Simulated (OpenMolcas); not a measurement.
5d along the 69-electron sequence

* Program: OpenMolcas
* Method: SS-CASPT2, IPEA 0.25 Eh, imaginary shift 0.1 Eh
* Basis: ANO-RCC-VQZP
* Scalar Hamiltonian: DKH2, point nucleus
* Spin-orbit coupling: RASSI with atomic mean-field integrals over the reference wave functions, term energies averaged over their components

Active space for each ion: 1 electron in 10 orbitals (5d 6d); closed shells correlated by CASPT2: 5s 5p.

Computed levels in cm-1 above 2D 3/2:

| Level | Hf3+ | Ta4+ | W5+ | Re6+ | Os7+ |
| --- | --- | --- | --- | --- | --- |
| 2D 5/2 | 4990 | 6777 | 8627 | 10783 | 13070 |
| weight of 2D in the lowest level (%) | 100 | 100 | 100 | 100 | 100 |

Measured, with the error of the calculation in %. Measured levels: W5+ from the list in J. Phys. B 45, 035002 (2012).

```tsv
Level	W5+
2D 5/2	8709 (-1.0)
```

The fine-structure level 2D 5/2 changes by a factor of 2.62 from Hf3+ to Os7+. Its fourth root runs 8.40, 9.07, 9.64, 10.19, 10.69, with steps per unit of Z of 0.67, 0.56, 0.55, 0.50; equal steps would mean a (Z - σ)^4 law with constant σ.

With one active electron outside closed inactive shells, the extra shells (6d) add no correlation to the reference. With one active electron, CASPT2 adds the correlation within the correlated inactive shells and between them and that electron, and leaves the splitting within a term as the reference gives it. Measured partners are found by configuration, term and J. A level has none where our copy of the source lacks it or the pairing is in doubt (some pairs that miss far off the trend of their configuration count as doubtful), and it then counts in no deviation. Only configurations of the active space appear.
